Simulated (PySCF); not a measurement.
Field gradients at the hydrogen positions

C9H9OP.
Structure used (GFN2-xTB), in Å, numbered top down from 1:
```xyz
20
C9H9OP angstrom
C     -2.5748   -0.9357    0.2776
P     -1.5775   -0.0143   -0.9548
O     -1.9938   -0.2519   -2.3421
C     -1.4888    1.7076   -0.3715
C     -0.2714    1.9810    0.1039
C      0.6854    0.8836    0.0547
C      2.0035    0.9136    0.4831
C      2.7868   -0.2218    0.3379
C      2.2687   -1.3742   -0.2310
C      0.9467   -1.4148   -0.6568
C      0.1666   -0.2889   -0.5111
H     -2.2428   -0.7396    1.2923
H     -3.6147   -0.6384    0.1543
H     -2.4838   -1.9960    0.0485
H     -2.3072    2.4048   -0.4299
H      0.0298    2.9415    0.4959
H      2.4146    1.8104    0.9238
H      3.8152   -0.2049    0.6676
H      2.8972   -2.2448   -0.3463
H      0.5352   -2.3066   -1.1075
```

Level: PBE0/pcSseg-1 (PySCF, non-relativistic); Q(2H) = 0.00286 b; rigid geometry, the same for H and D, with no vibrational averaging.

Question: Rank these positions by the coupling χzz of a deuteron there, largest first.
A. H19 (aromatic hydrogen)
B. H12 (methyl hydrogen)
C. H15 (vinylic hydrogen)

Answer: C (227 kHz), A (219 kHz), B (215 kHz).

Q: Give the electric field gradient Vzz (the principal value of largest size), its asymmetry and the 2H coupling at each hydrogen.

A: 
| atom | bonded to | bond length (Å) | Vzz (au) | η | χzz (kHz) |
| --- | --- | --- | --- | --- | --- |
| H12 | C1 | 1.086 | 0.3194 | 0.00 | 215 |
| H13 | C1 | 1.089 | 0.3139 | 0.02 | 211 |
| H14 | C1 | 1.089 | 0.3140 | 0.02 | 211 |
| H15 | C4 | 1.077 | 0.3383 | 0.04 | 227 |
| H16 | C5 | 1.080 | 0.3260 | 0.04 | 219 |
| H17 | C7 | 1.081 | 0.3255 | 0.07 | 219 |
| H18 | C8 | 1.080 | 0.3260 | 0.06 | 219 |
| H19 | C9 | 1.080 | 0.3266 | 0.06 | 219 |
| H20 | C10 | 1.081 | 0.3230 | 0.06 | 217 |

Q: How does χzz go with the bond length over the 9 C–H bonds?

A: A straight-line fit has a slope of -11.2 kHz for each 0.01 Å, with a correlation coefficient of -0.94, over lengths from 1.077 to 1.089 Å. The longer bonds have the smaller couplings here.

Q: A static deuteron (I = 1) shows a doublet split by (3/2)χ, (3/4)χ(1 + η) and (3/4)χ(1 − η) with the field along z, y and x of the gradient. What are these for H12?

A: With |χ| = 214.6 kHz and η = 0.005: 322, 162 and 160 kHz, to first order and without motion.

Geometry: GFN2-xTB; no solvent, vibrations or thermal averaging. GFN2-xTB bond lengths can be off by several hundredths of an ångström, more for odd bonds, and the gradients follow them. These gradients aren't converged with respect to the basis.
